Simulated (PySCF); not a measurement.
# TDDFT excited states: CH12O3Si4

Compound: CH12O3Si4.
Z-matrix (Å and degrees, PBE0-D3(BJ)/def2-SVP geometry), rows numbered from 1:
```
C 
Si  1  1.8700
O   2  1.6699  1  110.30
Si  3  1.6380  2  140.88  1   -26.15
O   4  1.6489  3  110.30  2   -60.49
Si  5  1.6581  4  144.97  3    64.68
O   4  1.6465  3  109.11  2    59.01
Si  7  1.6579  4  148.02  3  -126.80
H   1  1.1012  2  111.62  3    64.58
H   1  1.1014  2  110.61  3  -175.40
H   1  1.1007  2  110.20  3   -55.68
H   2  1.4915  1  110.66  3   119.06
H   2  1.4941  1  110.78  3  -120.33
H   4  1.4719  3  109.23  2   179.87
H   6  1.4952  5  109.82  4    59.96
H   6  1.4883  5  108.79  4   180.00
H   6  1.4945  5  110.21  4   -59.68
H   8  1.4938  7  109.96  4    73.84
H   8  1.4897  7  108.44  4  -166.81
H   8  1.4933  7  110.52  4   -46.56
```

Theory: PySCF, TDDFT CAM-B3LYP/def2-SVPD, vertical, gas phase, core orbitals frozen in the response.

Problem. What does the calculation give for the low-lying excited states?

Solution. 

```tsv
state	E (eV)	ν̃ (cm⁻¹)	f	|μ| (D)	main configurations (H = HOMO, L = LUMO)
S1	7.60	61330	0.0008	0.17	H→L (49%), H-2→L (17%)
S2	7.73	62380	0.0021	0.27	H-2→L (34%), H-3→L (21%), H-3→L+2 (19%)
S3	7.81	63020	0.0050	0.41	H-3→L (27%), H-4→L (16%), H-2→L (14%)
S4	7.96	64200	0.0075	0.50	H-5→L (38%), H-2→L+2 (30%), H→L+2 (9%)
S5	8.04	64830	0.0044	0.38	H→L+3 (28%), H→L+5 (16%), H-4→L (10%)
S6	8.18	65980	0.0015	0.22	H-1→L+3 (28%), H-1→L+5 (19%), H-1→L (18%)
S7	8.34	67250	0.031	0.99	H→L+1 (29%), H→L (12%), H→L+4 (8%)
S8	8.43	67990	0.033	1.02	H-1→L+1 (26%), H-1→L (23%), H→L+1 (12%)
S9	8.62	69490	0.105	1.80	H-2→L+1 (50%)
S10	8.68	69980	0.076	1.52	H-3→L+1 (32%), H-3→L+2 (13%), H-3→L (9%)
```

Triplets, Tamm–Dancoff:

```json
{"state": "T1", "E (eV)": "7.24", "λ (nm)": "171.3", "main configurations (H = HOMO, L = LUMO)": "H→L (38%), H-2→L (19%), H-4→L (8%)"}
{"state": "T2", "E (eV)": "7.33", "λ (nm)": "169.1", "main configurations (H = HOMO, L = LUMO)": "H-2→L (25%), H-3→L (23%), H-3→L+2 (22%)"}
{"state": "T3", "E (eV)": "7.40", "λ (nm)": "167.6", "main configurations (H = HOMO, L = LUMO)": "H-3→L (20%), H-4→L (18%), H-2→L (14%)"}
{"state": "T4", "E (eV)": "7.52", "λ (nm)": "164.9", "main configurations (H = HOMO, L = LUMO)": "H-5→L (39%), H-2→L+2 (27%)"}
```

The lowest singlet comes at 163 nm (734 kJ/mol) in the vacuum ultraviolet; it is very weak; its leading configuration is HOMO→LUMO (49%). The strongest level in the table is S9 at 8.62 eV (144 nm, f = 0.105). Löwdin shares by element: HOMO oxygen 36% or more, silicon 15% or more, hydrogen 13% or more (atoms not listed hold the other 36%); LUMO silicon 43% or more, oxygen 7% or more (atoms not listed hold the other 49%). Orbital energies (eV): HOMO-3 -10.43, HOMO-2 -10.32, HOMO-1 -10.24, HOMO -10.02, LUMO 0.73, LUMO+1 1.03, LUMO+2 1.23. The oscillator strengths of these states sum to 0.267; summed over the whole spectrum of an exact calculation they would give the number of electrons, 98 (Thomas–Reiche–Kuhn). The listed states span 1.07 eV, and the widest gap between neighbours is 0.19 eV (S8 to S9). The vertical ionisation energy (ΔSCF) is 10.68 eV, 2.00 eV above S10. Only the lowest 10 singlets were computed, as vertical energies without vibronic structure.

One conformer stands for the species.

Without π bonds the low states are Rydberg-like; a valence basis with one diffuse set may place them up to an eV too high.
